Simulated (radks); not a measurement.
Results of a calculation; reference values are marked as such.
Spherical quantum dot in the effective-mass picture: electrons in a parabolic well V = omega^2 r^2 / 2 with omega = 0.181, all in effective atomic units (hartree* = m*/eps^2 hartree, bohr* = eps/m* bohr), one dielectric constant everywhere. Level of theory: non-relativistic Kohn-Sham, exchange-only LDA, spin-polarised, spherical densities (a radial shooting solver with Libxc functionals). Levels are named by radial order and angular momentum (1s, 1p, 1d, 2s, ...), and open shells are averaged over m. Results are scaled to m* = 0.417 and eps = 7.8, for which hartree* = 186.5 meV and bohr* = 0.9898 nm.

N = 5, configuration 1s2 1p(up 3, down 0). This is the lowest configuration that the search found. Occupied and some empty levels:

| level | occupation | eigenvalue (meV) | <r> (nm) |
|---|---|---|---|
| 1s up | 1 | 234.33 | 3.717 |
| 1s down | 1 | 246.81 | 3.583 |
| 1p up | 3 | 251.46 | 4.447 |
| 1p down | 0 | 265.17 | 4.483 |
| 1d up | 0 | 272.61 | 5.019 |
| 2s up | 0 | 281.59 | 4.388 |
| 1d down | 0 | 285.94 | 5.129 |
| 2s down | 0 | 290.50 | 4.486 |
| 1f up | 0 | 296.43 | 5.512 |
| 1f down | 0 | 308.74 | 5.656 |

Energy (meV): total 777.605, kinetic 109.61, external 295.74, Hartree 500.75, exchange-correlation -128.49.
